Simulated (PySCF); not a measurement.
# GeCl, r²SCAN: how much the basis matters

PySCF, UKS reference; doublet, unpaired electrons π ↑; De to Ge + Cl without counterpoise correction.

| basis | relativity | functions | Re (Å) | ωe (cm⁻¹) | De (eV) | μ (D) |
| --- | --- | --- | --- | --- | --- | --- |
| cc-pVDZ-PP/cc-pV(D+d)Z | scalar-relativistic core potentials | 46 | 2.197 | 397 | 4.11 | -1.84 |
| def2-TZVPP | no relativity | 90 | 2.172 | 407 | 4.23 | -1.48 |
| def2-TZVPPD | no relativity | 105 | 2.173 | 405 | 4.24 | -1.44 |

Q: How does each smaller set differ from the one with most functions, def2-TZVPPD?

A: cc-pVDZ-PP/cc-pV(D+d)Z: +2.4 pm, -2.0 % in ωe, -0.13 eV in De; def2-TZVPP: -0.1 pm, +0.5 % in ωe, -0.01 eV in De. All at r²SCAN; the set with most functions is neither the basis-set limit nor always the best. The rows treat relativity differently, so the differences are not basis effects alone.

A positive dipole means Ge(−)Cl(+). Spin–orbit coupling is left out. The state is the lowest determinant that a PBE0 search found; another state may lie lower at other levels.
